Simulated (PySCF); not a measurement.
# Working out the ionisation energy of Si⁺

Si⁺ [Ne] 3s2 3p1 (2P) → Si²⁺ [Ne] 3s2 (1S). All numbers are calculated (PySCF 2.14, the non-relativistic Hamiltonian (point nucleus), in dyall-av2z). Frozen: [Ne]; the 15 highest virtual orbitals dropped. Energies in hartree (1 hartree = 27.21139 eV):

| part | Si⁺ (lower) | Si²⁺ (upper) |
| --- | --- | --- |
| UHF | -288.569647 | -287.989505 |
| MP2 opposite-spin | -0.033688 | -0.029346 |
| MP2 same-spin | -0.002394 | 0.000000 |

What does Hartree-Fock give?

(-287.989505) − (-288.569647) = 0.580142 hartree = 15.786 eV.

What do MP2 and SCS-MP2 (6/5 opposite-spin, 1/3 same-spin) give?

The opposite-spin parts differ by 0.118 eV and the same-spin parts by 0.065 eV. MP2: 15.786 + (0.118) + (0.065) = 15.969 eV. SCS-MP2: 15.786 + 1.2 × (0.118) + (0.065)/3 = 15.949 eV.

Measured between the centres of the two terms (NIST): 16.322 eV, so MP2 (valence) is off by -0.353 eV.

A double-zeta basis recovers only part of the correlation energy.

What remains against the reference includes basis incompleteness, the frozen core and correlation beyond second order.
